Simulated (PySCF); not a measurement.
Benzo[b]thiophene, C8H6S.
Atom-mapped SMILES: `[cH:1]1[cH:2][cH:3][c:4]2[s:5][cH:6][cH:7][c:8]2[cH:9]1`

Geometry (GFN2-xTB, Å), atoms numbered from 1 in this order:
```xyz
15
C8H6S angstrom
C     -1.8651   -0.8363    0.0325
C     -2.0983    0.5327   -0.1006
C     -1.0491    1.4267   -0.1588
C      0.2428    0.9294   -0.0819
S      1.7236    1.8442   -0.1302
C      2.6510    0.3887    0.0258
C      1.8969   -0.7256    0.1098
C      0.4978   -0.4490    0.0512
C     -0.5826   -1.3309    0.1082
H     -2.7049   -1.5140    0.0766
H     -3.1135    0.8958   -0.1585
H     -1.2212    2.4871   -0.2615
H      3.7207    0.4675    0.0447
H      2.2988   -1.7181    0.2098
H     -0.4012   -2.3903    0.2111
```

Definitions: NICS(0) = −σiso at the ring centroid; NICS(1) = −σiso and NICS(1)zz = −σzz at ±1 Å along the ring normal z. Level: GIAO PBE0/pcSseg-1 (PySCF, non-relativistic, gas phase) on the GFN2-xTB geometry, one conformer.

Ring bond lengths (Å), with Mayer bond orders in brackets: C1–C2 1.395 (1.38), C2–C3 1.380 (1.49), C3–C4 1.387 (1.36), C4–C8 1.408 (1.28), C8–C9 1.396 (1.32), C9–C1 1.377 (1.49); C4–S5 1.741 (1.11), S5–C6 1.733 (1.11), C6–C7 1.348 (1.64), C7–C8 1.427 (1.18), C8–C4 1.408 (1.28).

**Question.** What do the NICS probes read (ppm)?

**Answer.** 
```csv
ring,type,NICS(0),"NICS(1), two faces","NICS(1)zz, two faces",rms pucker (Å),"centre to ring atoms, mean (Å)"
C1–C2–C3–C4–C8–C9,6-membered carbocycle; formal bonds all aromatic,-9.6,-11.8 / -11.8,-29.8 / -29.9,0.00,1.39
C4–S5–C6–C7–C8,5-membered ring with S; formal bonds all aromatic,-10.8,-10.4 / -10.4,-23.0 / -23.0,0.00,1.30
```

**Question.** What can be read from them?

**Answer.** 
- C1–C2–C3–C4–C8–C9: mean NICS(1)zz -29.8 ppm, shielded, aromatic by this magnetic criterion (flat ring, no four-coordinate atom), though in fused rings the probe also feels the neighbouring ring.
- C4–S5–C6–C7–C8: mean NICS(1)zz -23.0 ppm, shielded. For a flat ring without four-coordinate atoms the NICS criterion counts such a value as aromatic, though in fused rings the probe also feels the neighbouring ring.

**Question.** What does the geometric index give? HOMA = 1 − mean of α(R − Ropt)² over the ring bonds, with Krygowski's 1993 parameters (CC: Ropt 1.388 Å, α 257.7 Å⁻²; CS: Ropt 1.677 Å, α 94.09 Å⁻²).

**Answer.** 
- C1–C2–C3–C4–C8–C9: HOMA 0.97 = 1 − EN − GEO, with mean bond length 1.390 Å, EN = α(Ropt − mean)² = 0.001 and GEO = α × variance = 0.029. The geometric and the magnetic index point the same way.
- C4–S5–C6–C7–C8: HOMA 0.68; the largest term is that of C6–C7, α(R − Ropt)² = 0.41.

**Question.** List the ring angles and the Hirshfeld charges of the ring atoms.

**Answer.** 
- C1–C2–C3–C4–C8–C9: C1 120.9° (-0.054 e), C2 120.8° (-0.052 e), C3 118.3° (-0.059 e), C4 121.7° (-0.025 e), C8 118.8° (-0.019 e), C9 119.5° (-0.049 e); sum 720.0° against 720° for a flat convex ring.
- C4–S5–C6–C7–C8: C4 111.3° (-0.025 e), S5 90.6° (+0.084 e), C6 113.6° (-0.074 e), C7 112.7° (-0.072 e), C8 111.8° (-0.019 e); sum 540.0° against 540° for a flat convex ring.

Hardware: one thread of an x86-64 server, no GPU, on a shared host. Cost: 44 s wall. This is the whole shielding run at PBE0/pcSseg-1, SCF included.
